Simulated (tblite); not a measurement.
Record of a relaxation.

Compound: C7H14Si2.
Atom-mapped SMILES: `[SiH3:1][CH2:2][C:3]1=[CH:4][SiH2:5][C@H:6]2[CH2:7][C@@H:8]1[CH2:9]2` (hydrogens: H10, H11, H12 on Si1; H13, H14 on C2; H15 on C4; H16, H17 on Si5; H18 on C6; H19, H20 on C7; H21 on C8; H22, H23 on C9)

Computed with GFN2-xTB (tblite), gas phase: L-BFGS steps from a force-field or distance-geometry start until the largest atomic force falls under 0.01 eV/Å. 7 of its 96 geometries are shown.

Step 0: E = -694.7044 eV, largest atomic force 2.562 eV/Å
```
atom  x, y, z in Å  |  force x, y, z in eV/Å
Si1     3.042   -0.145    0.611    0.115  -0.087   0.438
C2      1.954   -0.073   -0.941    0.527   0.353   0.272
C3      0.523   -0.168   -0.586   -1.353  -0.837  -0.754
C4     -0.274   -1.155   -1.061    0.448   0.597   0.303
Si5    -2.078   -1.227   -0.556    0.370  -0.730   0.097
C6     -2.257    0.322    0.484    1.506  -0.061  -0.504
C7     -1.020    0.255    1.371   -0.149  -0.442   2.519
C8     -0.177    0.833    0.287    1.437   1.306  -0.668
C9     -1.458    1.370   -0.301   -1.618   1.048  -0.920
H10     3.166    1.202    1.163   -0.019  -0.006   0.134
H11     2.490   -1.115    1.559   -0.025   0.107   0.041
H12     4.359   -0.622    0.224    0.240  -0.018  -0.077
H13     2.285   -0.910   -1.565   -0.393   0.271  -0.199
H14     2.216    0.883   -1.429   -0.350  -0.399  -0.070
H15     0.151   -1.909   -1.702    0.062  -0.104  -0.104
H16    -2.971   -1.270   -1.686   -0.312   0.012  -0.341
H17    -2.179   -2.372    0.354   -0.248  -0.178   0.012
H18    -3.197    0.575    0.894   -0.791   0.319   0.461
H19    -0.722   -0.752    1.708   -0.078   0.383   0.216
H20    -1.054    0.962    2.248   -0.082  -0.771  -0.591
H21     0.484    1.668    0.573    0.212  -0.455   0.094
H22    -1.703    2.418    0.016    0.328  -0.782  -0.332
H23    -1.586    1.258   -1.382    0.173   0.476  -0.028
```

Step 16: E = -695.1183 eV, largest atomic force 0.090 eV/Å
```
atom  x, y, z in Å  |  force x, y, z in eV/Å
Si1     3.041   -0.152    0.632    0.006  -0.003   0.052
C2      1.920   -0.062   -0.916    0.043   0.021   0.002
C3      0.468   -0.177   -0.609    0.031  -0.056   0.063
C4     -0.278   -1.191   -1.057   -0.067  -0.039  -0.045
Si5    -2.079   -1.311   -0.559    0.031  -0.051   0.001
C6     -2.174    0.289    0.453    0.036   0.060   0.023
C7     -0.968    0.280    1.406    0.025   0.016   0.009
C8     -0.139    0.888    0.259   -0.070  -0.014  -0.023
C9     -1.464    1.400   -0.335   -0.013   0.016  -0.008
H10     3.168    1.171    1.253   -0.029  -0.017  -0.017
H11     2.483   -1.088    1.610   -0.005  -0.004  -0.039
H12     4.375   -0.597    0.219   -0.033   0.005  -0.020
H13     2.201   -0.854   -1.613    0.038   0.003  -0.020
H14     2.104    0.889   -1.419    0.041   0.077  -0.020
H15     0.181   -1.931   -1.702   -0.014  -0.009   0.069
H16    -3.013   -1.296   -1.688   -0.008   0.016  -0.034
H17    -2.325   -2.470    0.312   -0.026   0.008  -0.025
H18    -3.141    0.541    0.887    0.032  -0.013  -0.005
H19    -0.628   -0.687    1.774   -0.005  -0.001   0.055
H20    -1.084    0.968    2.244    0.023   0.008  -0.015
H21     0.604    1.640    0.533   -0.029  -0.010  -0.010
H22    -1.718    2.400    0.022    0.019  -0.026   0.003
H23    -1.540    1.377   -1.423   -0.027   0.011   0.003
```

Step 32: E = -695.1296 eV, largest atomic force 0.059 eV/Å
```
atom  x, y, z in Å  |  force x, y, z in eV/Å
Si1     3.029   -0.161    0.633    0.001  -0.007   0.010
C2      1.925   -0.046   -0.924   -0.011   0.001  -0.008
C3      0.475   -0.196   -0.612   -0.014   0.017   0.004
C4     -0.264   -1.227   -1.033   -0.026  -0.004   0.005
Si5    -2.073   -1.315   -0.554    0.021  -0.025  -0.005
C6     -2.164    0.283    0.466    0.002   0.015  -0.004
C7     -0.952    0.295    1.408   -0.002   0.000   0.005
C8     -0.137    0.879    0.239   -0.015   0.011   0.015
C9     -1.471    1.394   -0.336    0.017  -0.019  -0.003
H10     3.126    1.155    1.273   -0.004  -0.027   0.007
H11     2.464   -1.125    1.577    0.012  -0.004  -0.017
H12     4.365   -0.584    0.208    0.001   0.006   0.012
H13     2.227   -0.808   -1.645   -0.001  -0.016  -0.006
H14     2.095    0.926   -1.393   -0.002   0.017  -0.008
H15     0.199   -1.990   -1.646   -0.016   0.018   0.030
H16    -2.979   -1.250   -1.708    0.001   0.006  -0.009
H17    -2.386   -2.484    0.279    0.005   0.018  -0.005
H18    -3.130    0.526    0.908   -0.002   0.000  -0.007
H19    -0.616   -0.659    1.811    0.025  -0.001   0.002
H20    -1.061    1.013    2.222    0.012  -0.009   0.004
H21     0.608    1.633    0.497   -0.013   0.041   0.001
H22    -1.711    2.393    0.034    0.006  -0.048  -0.033
H23    -1.572    1.374   -1.421    0.002   0.010   0.011
```

Step 48: E = -695.1342 eV, largest atomic force 0.028 eV/Å
```
atom  x, y, z in Å  |  force x, y, z in eV/Å
Si1     3.024   -0.185    0.628   -0.007  -0.010   0.000
C2      1.925   -0.032   -0.930   -0.001  -0.003   0.002
C3      0.477   -0.180   -0.607    0.000   0.007  -0.014
C4     -0.254   -1.229   -0.998   -0.001  -0.004   0.001
Si5    -2.067   -1.317   -0.543    0.006   0.001   0.010
C6     -2.158    0.279    0.479    0.001   0.027  -0.008
C7     -0.937    0.314    1.410   -0.001   0.001  -0.007
C8     -0.141    0.904    0.231   -0.005  -0.008  -0.008
C9     -1.485    1.385   -0.347    0.012   0.010  -0.014
H10     3.078    1.103    1.325    0.001  -0.021   0.012
H11     2.470   -1.207    1.515    0.009  -0.009   0.003
H12     4.375   -0.563    0.208    0.001   0.017  -0.004
H13     2.218   -0.788   -1.660    0.000  -0.003   0.004
H14     2.100    0.945   -1.388   -0.009   0.002   0.014
H15     0.216   -2.006   -1.587    0.006   0.018  -0.008
H16    -2.946   -1.225   -1.717   -0.013  -0.003  -0.005
H17    -2.416   -2.489    0.267    0.017  -0.008   0.017
H18    -3.121    0.521    0.927   -0.005  -0.005  -0.002
H19    -0.576   -0.636    1.806   -0.004   0.005   0.017
H20    -1.049    1.026    2.228    0.008   0.003  -0.015
H21     0.592    1.677    0.472   -0.013  -0.004  -0.003
H22    -1.742    2.388   -0.006    0.009  -0.009   0.022
H23    -1.585    1.340   -1.431   -0.013  -0.004  -0.014
```

Step 63: E = -695.1455 eV, largest atomic force 0.080 eV/Å
```
atom  x, y, z in Å  |  force x, y, z in eV/Å
Si1     3.015   -0.281    0.642   -0.004  -0.005  -0.006
C2      1.929   -0.012   -0.911    0.007   0.005  -0.013
C3      0.476   -0.149   -0.618    0.001   0.020   0.006
C4     -0.241   -1.215   -0.992    0.001   0.028   0.031
Si5    -2.045   -1.323   -0.505   -0.015  -0.032  -0.033
C6     -2.157    0.293    0.485   -0.010  -0.071  -0.036
C7     -0.922    0.384    1.394   -0.047  -0.009  -0.001
C8     -0.159    0.952    0.183   -0.010   0.011   0.012
C9     -1.522    1.387   -0.385   -0.048  -0.004  -0.002
H10     2.944    0.874    1.542   -0.026  -0.021  -0.036
H11     2.570   -1.479    1.356    0.017   0.015  -0.038
H12     4.392   -0.438    0.165   -0.002  -0.004   0.044
H13     2.216   -0.741   -1.670    0.029   0.004  -0.009
H14     2.138    0.981   -1.315   -0.014   0.003   0.010
H15     0.246   -2.001   -1.556   -0.022   0.018   0.011
H16    -2.948   -1.273   -1.664    0.002  -0.007   0.025
H17    -2.343   -2.491    0.333    0.005   0.008   0.014
H18    -3.124    0.518    0.935    0.052   0.019   0.006
H19    -0.534   -0.543    1.816   -0.010   0.020   0.003
H20    -1.038    1.121    2.188    0.011   0.011   0.006
H21     0.552    1.755    0.385    0.039  -0.030   0.006
H22    -1.797    2.390   -0.062    0.023   0.042   0.022
H23    -1.650    1.314   -1.464    0.023  -0.021  -0.024
```

Step 79: E = -695.1571 eV, largest atomic force 0.033 eV/Å
```
atom  x, y, z in Å  |  force x, y, z in eV/Å
Si1     2.995   -0.391    0.623   -0.007  -0.001  -0.004
C2      1.935    0.025   -0.913    0.005   0.012  -0.003
C3      0.482   -0.121   -0.620    0.000  -0.001  -0.011
C4     -0.223   -1.204   -0.965    0.000  -0.007   0.024
Si5    -2.016   -1.339   -0.450   -0.025   0.006   0.008
C6     -2.152    0.309    0.481    0.000  -0.007  -0.006
C7     -0.918    0.459    1.383   -0.011  -0.001   0.009
C8     -0.167    0.993    0.150    0.016   0.002   0.006
C9     -1.539    1.386   -0.427    0.000  -0.003   0.004
H10     2.699    0.564    1.691   -0.008  -0.007   0.024
H11     2.695   -1.754    1.060   -0.021   0.008   0.002
H12     4.412   -0.290    0.262   -0.014   0.015  -0.022
H13     2.222   -0.638   -1.730   -0.003  -0.003  -0.007
H14     2.150    1.048   -1.226    0.022   0.018  -0.017
H15     0.272   -1.997   -1.509    0.000   0.001  -0.007
H16    -2.955   -1.359   -1.579    0.008  -0.001  -0.014
H17    -2.265   -2.479    0.440    0.003  -0.007   0.025
H18    -3.115    0.540    0.935   -0.001  -0.008  -0.022
H19    -0.509   -0.437    1.849   -0.012  -0.018  -0.006
H20    -1.048    1.232    2.140    0.004   0.003   0.027
H21     0.535    1.810    0.327    0.028   0.001  -0.009
H22    -1.827    2.396   -0.135    0.009   0.007  -0.004
H23    -1.665    1.275   -1.504    0.006  -0.008   0.003
```

Step 95: E = -695.1597 eV, largest atomic force 0.010 eV/Å
```
atom  x, y, z in Å  |  force x, y, z in eV/Å
Si1     2.980   -0.400    0.616    0.003   0.001  -0.003
C2      1.935    0.037   -0.923   -0.006  -0.002   0.004
C3      0.485   -0.117   -0.619   -0.003  -0.002   0.006
C4     -0.218   -1.205   -0.954   -0.002   0.000   0.003
Si5    -2.009   -1.343   -0.433   -0.001   0.003  -0.004
C6     -2.150    0.317    0.475   -0.002   0.000  -0.004
C7     -0.921    0.464    1.385    0.001  -0.004   0.000
C8     -0.161    0.995    0.155    0.000   0.001  -0.003
C9     -1.528    1.388   -0.433   -0.001   0.002   0.000
H10     2.648    0.503    1.719   -0.001   0.006   0.003
H11     2.692   -1.780    1.005    0.002  -0.005  -0.002
H12     4.395   -0.251    0.268    0.004   0.002   0.000
H13     2.221   -0.621   -1.745   -0.001   0.002  -0.001
H14     2.150    1.063   -1.229    0.000  -0.002  -0.001
H15     0.274   -1.995   -1.506    0.001   0.002   0.003
H16    -2.942   -1.388   -1.567    0.003  -0.004   0.001
H17    -2.249   -2.466    0.483   -0.002   0.005   0.000
H18    -3.116    0.552    0.919   -0.003   0.000  -0.003
H19    -0.521   -0.437    1.849    0.001  -0.009   0.003
H20    -1.050    1.234    2.145    0.002   0.001   0.001
H21     0.545    1.809    0.334    0.003  -0.001  -0.004
H22    -1.817    2.401   -0.151    0.002   0.003   0.002
H23    -1.644    1.268   -1.510   -0.002   0.001   0.001
```

Question: Summarise the path.

Answer: The energy falls by 10.50 kcal/mol from step 0 to step 95; nine tenths of that is first reached at step 14. It falls at every step. The largest force goes from 2.562 to 0.010 eV/Å. Among the bonds C7–C8 changes most, from 1.490 to 1.539 Å; the atoms move by 0.360 Å rms after alignment.

What follows is the cost of the whole relaxation. Hardware: Intel Xeon at 2.50 GHz, one thread, no GPU, shared host with 64 logical CPUs at a one-minute load of 63. Cost: 3.2 s of wall time.
